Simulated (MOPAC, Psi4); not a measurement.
Two rigid molecules brought together: H2 ··· HCl (SMILES [H][H] and Cl). Monomers: optimised at B3LYP-D3(BJ) (def2-TZVP), held rigid. Orientation: a random orientation, not optimised. R is the distance of the centres of mass, along which the second monomer moves.

Geometry at R = 3.42 Å (first 2 atoms: monomer A):
```
4

H      0.3719     0.0000     0.0000
H     -0.3719     0.0000     0.0000
Cl    -2.8655    -1.1286    -1.4612
H     -2.6412    -0.9117    -2.7046
```

Computed with: PM7, restricted, heats of formation (MOPAC); CCSD(T)/aug-cc-pVDZ = DF-CCSD(T)/aug-cc-pVDZ, frozen core, counterpoise-corrected in Psi4.

Interaction energies in kJ/mol:

```tsv
R / Å	PM7
2.86	2.52
3.00	0.48
3.19	-0.83
3.42	-1.29
3.66	-1.27
3.84	-1.15
4.10	-0.94
4.45	-0.70
4.95	-0.41
5.60	-0.19
6.65	-0.06
7.96	-0.02
```

Task: What does CCSD(T)/aug-cc-pVDZ give at the same points?

Result: 2.86: 7.87; 3.00: 4.20; 3.19: 1.43; 3.42: -0.05; 3.66: -0.56; 3.84: -0.64; 4.10: -0.59; 4.45: -0.44; 4.95: -0.26; 5.60: -0.14; 6.65: -0.06; 7.96: -0.02 (kJ/mol).
